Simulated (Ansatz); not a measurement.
Ideal-gas functions of GeH5ISSi, SMILES `S[SiH2][GeH2][I]` at 298.15 K and 1 bar, from an Ansatz frequency run at PBE0-D4/def2-TZVP.

Molar mass 264.71 g/mol, point group C1 (symmetry number 1), electronic degeneracy 1, moments of inertia 276.341, 684.952, 906.506 u Å². Harmonic wavenumbers (cm⁻¹, unscaled): 45, 69, 125, 229, 241, 343, 383, 475, 527, 597, 616, 675, 764, 833, 858, 926, 2144, 2161, 2219, 2236, 2666.

Use S(trans) = R[1.5 ln M + 2.5 ln T − 1.1517]; rotational temperatures θ = 24.2544 K / I; S(rot) = R[ln(√π/σ · √(T³/θAθBθC)) + 1.5]; for each mode x = 1.438777 ν̃/T, S = R[x/(eˣ − 1) − ln(1 − e⁻ˣ)] and H = RT x/(eˣ − 1); 1 cm⁻¹ = 0.0119627 kJ/mol; R = 8.31446 J/(mol·K).

Q: By hand: the entropy, in J/(mol·K).

A: Translation 178.4. Rotation: θ = 0.0878, 0.0354, 0.0268 K, giving 127.3. Vibration, mode by mode: 21.03, 17.50, 12.64, 7.89, 7.51, 5.01, 4.30, 3.03, 2.49, 1.90, 1.77, 1.41, 1.00, 0.76, 0.69, 0.53, 0.00, 0.00, 0.00, 0.00, 0.00, in all 89.5. Electronic 0.0. Sum 395.2 J/(mol·K).

Q: By hand: H − E and G − E in kJ/mol, counted from the electronic energy.

A: Zero-point energy ½ × 19132 × 0.0119627 = 114.4; thermal vibration 13.6; translation, rotation and pV give 4 RT = 9.9. H − E = 137.9 kJ/mol, and G − E = 137.9 − 298.15 × 395.2/1000 = 20.1 kJ/mol.

Vibration gives 23 % of the entropy, 51.2 J/(mol·K) of it from the modes under 150 cm⁻¹: soft modes count most, and the harmonic formula is weakest for them. The sum counts one conformer and one mirror image; others add a mixing term.
